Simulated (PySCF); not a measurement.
Computed shifts of a molecule C3H5BN2, PBE/pcSseg-1 in PySCF, GIAO, gas phase, equivalent atoms averaged, in ppm (number of nuclei): ¹⁵N: 468.3 (1), 115.4 (1). ¹³C: 189.8 (1), 179.6 (1), 117.8 (1). ¹H: 8.64 (1), 8.21 (1), 5.51 (1), 4.89 (1), 4.72 (1). References: ¹⁵N against NH3 (σ = 267.0 ppm); ¹¹B against BF3 (σ = 83.9 ppm); ¹³C against TMS (σ = 182.0 ppm); ¹H against TMS (σ = 31.49 ppm), references at their B3LYP-D3(BJ)/def2-TZVP geometries, non-relativistic. Geometry: PBE-D3(BJ)/def2-SVP. Other conformers were not sampled.

Question: Identify the compound among the candidates.
(A) NB1C=CN=C1
(B) CB1C=NC=N1
(C) CB1N=CC=N1
(D) NB1C=CC=N1

Answer: A, NB1C=CN=C1
